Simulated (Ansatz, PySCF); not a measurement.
This PySCF input computes a CCSD(T)/cc-pVDZ energy:

```python
from pyscf import gto, scf, mp, cc as ccmod

mol = gto.M(
    atom='''
    C    -1.10482799    0.00685239   -0.02645507
    N     0.31271397   -0.00193952    0.00748792
    C     1.47683890   -0.00915969    0.03536285
    H    -1.46003960   -0.68901516   -0.78610308
    H    -1.49901660   -0.29209176    0.94448251
    H    -1.46200701    1.00852736   -0.26424163
    ''',
    basis='cc-pvdz',
    charge=0,
    spin=0,
    verbose=4,
)

mf = scf.RHF(mol)
mf.conv_tol = 1e-10
mf.max_cycle = 100
mf.kernel()
mp2 = mp.MP2(mf, frozen=3).run()
cc = ccmod.CCSD(mf, frozen=3)
cc.max_cycle = 100
cc.kernel()
et = cc.ccsd_t()
print(f'E(CCSD(T)) = {cc.e_tot + et:.9f}')
```

Question: Write an input for the same energy in Ansatz (a program for electronic structure) and say what it gives.

Answer: 
Ansatz 0.2 input:
```yaml
crystal:
  periodic: [false, false, false]
  atoms:
    - {symbol: C, position_ang: [-1.10482799, 0.00685239, -0.02645507]}
    - {symbol: N, position_ang: [0.31271397, -0.00193952, 0.00748792]}
    - {symbol: C, position_ang: [1.47683890, -0.00915969, 0.03536285]}
    - {symbol: H, position_ang: [-1.46003960, -0.68901516, -0.78610308]}
    - {symbol: H, position_ang: [-1.49901660, -0.29209176, 0.94448251]}
    - {symbol: H, position_ang: [-1.46200701, 1.00852736, -0.26424163]}
basis:
  gaussian:
    orbitals: cc-pVDZ
magnetization: {spin_polarized: false}
correlation: {method: ccsd_t, electrons: outside_noble_gas}
```
It gives -132.35912 Eh, and PySCF -132.35912 Eh, a difference of 0.00 mEh.
